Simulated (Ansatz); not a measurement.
Geometry optimisation, Ansatz 0.2.0, RKS BHLYP-D4/def2-TZVP.

Input:

```yaml
crystal:
  periodic: [false, false, false]
  atoms:
    - { symbol: B, position_ang: [-0.967943, -0.361137, 0.022216] }
    - { symbol: Cl, position_ang: [1.891409, 0.369787, -1.10392] }
    - { symbol: H, position_ang: [-0.768241, -1.506104, -0.132569] }
    - { symbol: H, position_ang: [-1.479944, 0.377638, -0.730813] }
    - { symbol: H, position_ang: [1.785246, 0.724533, 0.143786] }
    - { symbol: Br, position_ang: [-0.460627, 0.395183, 1.8014] }
basis:
  gaussian: { orbitals: def2-TZVP }
hamiltonian:
  xc: { name: BHLYP }
  dispersion: d4
relax:
  f_tol: 0.03
  max_steps: 50
```

Run as:

```bash
$ ansatz run input.yaml --threads 4 --pin off --max-ram 5120MiB --backend cpu --events-out ev --progress --plain --runs-dir out
```

Where does it end, and by what steps?

The run converged. After 6 steps the energy has fallen by 0.082 eV; H5 moved furthest, 0.27 Å.

| step | energy less start (eV) | largest force component (eV/Å) | accepted |
| --- | --- | --- | --- |
| 0 | 0.0000 | 1.104 | yes |
| 1 | -0.0484 | 1.018 | yes |
| 2 | -0.0585 | 0.611 | yes |
| 3 | -0.0727 | 0.503 | yes |
| 4 | -0.0768 | 0.452 | yes |
| 5 | -0.0803 | 0.231 | yes |
| 6 | -0.0819 | 0.027 | yes |

```xyz
6
Properties=species:S:1:pos:R:3
B -0.978 -0.349 0.072
Cl 1.807 0.331 -1.114
H -0.740 -1.483 -0.126
H -1.449 0.385 -0.717
H 2.031 0.791 0.052
Br -0.672 0.325 1.833
```

Time of the run: 20 s on 4 threads of Arm Neoverse N1, on a shared host, peak memory 0.32 GiB.
